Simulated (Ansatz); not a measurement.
Input file for Ansatz (an electronic-structure program): R-CCSD(T)/aug-cc-pV(T+d)Z on C3H7NSi (SMILES N[C@H]1C=C[SiH2]1), atoms moved off the minimum. Files ending in .json are basis or fitting sets from the Basis Set Exchange.

Ansatz 0.2 input:
```yaml
crystal:
  periodic: [false, false, false]
  atoms:
    - {symbol: N, position_ang: [1.84323037, -0.47996292, 0.30635934]}
    - {symbol: C, position_ang: [0.53386738, -0.73090062, 0.06759206]}
    - {symbol: C, position_ang: [-0.51427938, -0.45345574, 1.03376516]}
    - {symbol: C, position_ang: [-1.46516844, 0.41826417, 0.63241982]}
    - {symbol: Si, position_ang: [-0.50965171, 0.59407441, -0.93983501]}
    - {symbol: H, position_ang: [2.26838731, -1.10769594, 1.06330031]}
    - {symbol: H, position_ang: [2.06330152, 0.44910914, 0.73341682]}
    - {symbol: H, position_ang: [0.43931010, -1.73660522, -0.39113272]}
    - {symbol: H, position_ang: [-0.51843240, -0.87491348, 2.08562711]}
    - {symbol: H, position_ang: [-2.31163776, 0.81767557, 1.04550146]}
    - {symbol: H, position_ang: [-1.08556923, 0.24461194, -2.20626656]}
    - {symbol: H, position_ang: [0.25508196, 1.85562327, -1.18723112]}
basis:
  gaussian:
    orbitals: aug-cc-pV_T+d_Z.json
magnetization: {spin_polarized: false}
correlation: {method: ccsd_t, electrons: outside_noble_gas}
scf: {lower_state_search: off}
output: {forces: true}
```

Output:

```
WARN ansatz: RAYON_NUM_THREADS=8 ignored (pool sized by the plan → 8); use --threads N
Functional definition: HF
these checks for a lower state are left out or cut short: starts, cluster_reference, orbital_swaps, neighbouring_geometries, increment
integrals: 6.49 GiB planned
2279 factors; integrals over basis functions are off by at most 1.3e-3 eV
3.17 GiB of device memory are held for the factors and their scratch space
mean field: 2.56 GiB planned
mean field evaluation 1: about -12540.6285 eV, gradient 4.4e1 eV
mean field evaluation 2: about -12540.7963 eV, gradient 4.4e1 eV
mean field evaluation 4: about -12545.8781 eV, gradient 4.7e0 eV
mean field evaluation 8: about -12545.9620 eV, gradient 3.2e-1 eV
mean field -12545.96293872 eV, -461.0556340387 hartree, gradient 3.0e-6 eV, S^2 0.000000; 0 other end points of the search recorded, 0 dependent functions left out
9 core orbitals not correlated
reference -12545.96293872 eV, -461.0556340387 hartree; 14, 14 occupied and 377, 377 virtual orbitals, 2279 factors
densities: 58.96 GiB planned
second order -22.81017236 eV of doubles, -0.00000000 eV of singles
coupled cluster: 44.13 GiB planned
cycle   1  -23.15205597 eV  change   -3.4e-1 eV  update   1.0e-1
cycle   2  -23.75400310 eV  change   -6.0e-1 eV  update   3.2e-2
cycle   3  -23.87100565 eV  change   -1.2e-1 eV  update   1.5e-2
cycle   4  -23.86246246 eV  change    8.5e-3 eV  update   4.3e-3
cycle   5  -23.86175694 eV  change    7.1e-4 eV  update   2.3e-3
cycle   6  -23.86262242 eV  change   -8.7e-4 eV  update   7.0e-4
cycle   7  -23.86233746 eV  change    2.8e-4 eV  update   3.4e-4
cycle   8  -23.86225330 eV  change    8.4e-5 eV  update   1.4e-4
cycle   9  -23.86229026 eV  change   -3.7e-5 eV  update   6.4e-5
cycle  10  -23.86229220 eV  change   -1.9e-6 eV  update   2.8e-5
cycle  11  -23.86227664 eV  change    1.6e-5 eV  update   1.2e-5
cycle  12  -23.86228624 eV  change   -9.6e-6 eV  update   5.5e-6
perturbative correction -1.11391007 eV, -0.0409354399 hartree
the calculation of the forces begins
mean field evaluation 16: about -12545.7848 eV, gradient 8.8e-1 eV
3.17 GiB of device memory are held for the factors and their scratch space
Total energy: -12570.93913503 eV, -461.9734923237 hartree
Atom 0 at     1.843230    -0.479963     0.306359 Å, force     5.458774     0.638526     3.235459 eV/Å
Atom 1 at     0.533867    -0.730901     0.067592 Å, force    -3.060247    -0.608481    -3.324584 eV/Å
Atom 2 at    -0.514279    -0.453456     1.033765 Å, force    -1.716121    -0.465733     4.439241 eV/Å
Atom 3 at    -1.465168     0.418264     0.632420 Å, force     2.227797    -0.511300    -2.213040 eV/Å
Atom 4 at    -0.509652     0.594074    -0.939835 Å, force     1.056053     0.252771     0.049083 eV/Å
Atom 5 at     2.268387    -1.107696     1.063300 Å, force    -0.825996     0.623270    -1.415920 eV/Å
Atom 6 at     2.063302     0.449109     0.733417 Å, force    -0.655479    -0.660956    -0.829080 eV/Å
Atom 7 at     0.439310    -1.736605    -0.391133 Å, force    -0.138693     0.320057     0.255441 eV/Å
Atom 8 at    -0.518432    -0.874913     2.085627 Å, force     0.167420     0.168143    -0.904118 eV/Å
Atom 9 at    -2.311638     0.817676     1.045501 Å, force    -1.874554     0.568761     1.434530 eV/Å
Atom 10 at    -1.085569     0.244612    -2.206267 Å, force    -0.527232    -0.285110    -0.901115 eV/Å
Atom 11 at     0.255082     1.855623    -1.187231 Å, force    -0.111721    -0.039948     0.174104 eV/Å
Dipole moment:    -0.100143    -0.014308     0.306866 e Å
Checks for a lower state left out: starts, cluster_reference, orbital_swaps, neighbouring_geometries, increment
```

Self-consistency was reached.
